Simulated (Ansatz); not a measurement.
Task: Name a neutral molecule of C, Se, Si and H with size of the dipole moment (B3LYP/def2-TZVPP) between 0.65 and 0.95 D and HOMO energy (PBE0/def2-TZVPP) between -6.50 and -6.20 eV (Ansatz, PBE0-D4/def2-TZVP geometry).

Result: `C=C[Se][SiH2]C` (0.94 D, -6.34 eV); `CC[Se][SiH2]C` (0.91 D, -6.42 eV). Other molecules can fit too; these were computed, each in one conformer that needn't be the lowest.

B3LYP here is the variant with VWN-RPA as its local correlation; programs differ in this.
